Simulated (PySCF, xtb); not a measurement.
Te(OMe)(GeH3) (CH6GeOTe), SMILES CO[Te][GeH3]. Other conformers were not sampled.

Harmonic wavenumbers (cm⁻¹) from xtb with GFN2-xTB at its own minimum, in rising order: 37, 48, 78, 170, 240, 263, 440, 467, 490, 758, 836, 871, 1070, 1144, 1154, 1419, 1477, 1497, 1908, 1980, 2078, 2920, 2937, 2983.

Task: What does PySCF with PBE0-D3(BJ)/def2-SVP give at its own minimum? (An estimate is asked for; the answer gives what the named calculation found.)

Result: 70, 81, 92, 199, 239, 278, 487, 507, 545, 794, 865, 882, 1116, 1173, 1182, 1451, 1452, 1482, 2151, 2163, 2168, 2998, 3077, 3118. Paired by order, the mean absolute difference is 58 cm⁻¹ and the zero-point energies are 39.0 and 40.8 kcal/mol.
